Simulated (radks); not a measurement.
These are the eigenvalues of the occupied orbitals of an atom or ion with whole-number occupations (eV). All-electron calculation, scalar-relativistic Kohn-Sham, BLYP, spin-polarised, spherical densities, point nucleus. Program: a radial shooting solver on a logarithmic mesh with Libxc functionals.

orbital  eigenvalue
1s down   -57389.82
1s up     -57389.82
2s up     -9646.956
2s down   -9646.898
2p up     -8532.738
2p down   -8532.694
3s up     -2167.853
3s down   -2166.527
3p up     -1829.021
3p down   -1827.696
3d up     -1404.863
3d down   -1403.840
4s up     -434.3725
4s down   -431.5365
4p up     -322.8005
4p down   -320.0192
4d up     -173.4144
4d down   -170.6968
5s up      -56.3641
5s down    -54.8861
5p up      -29.9877
5p down    -28.7765
4f up      -10.2292
4f down     -7.7748
6s up       -4.4238
6s down     -4.0441
5d up       -2.1776

Which element is it, and in what charge state? The configuration may be excited. Open shells, if any, are filled with parallel spins first.

Answer. Z = 68, erbium, charge 0: Er in [Xe] 4f11 5d1 6s2. The list shows which subshells hold electrons but not how many an open one holds; the 1s level, -2109 hartree, gives Z - s = 64.9 by -(Z - s)^2/2, which with screening and relativity narrows Z to a few neighbours, and the depths of the outer levels then fix element, charge and occupations together.
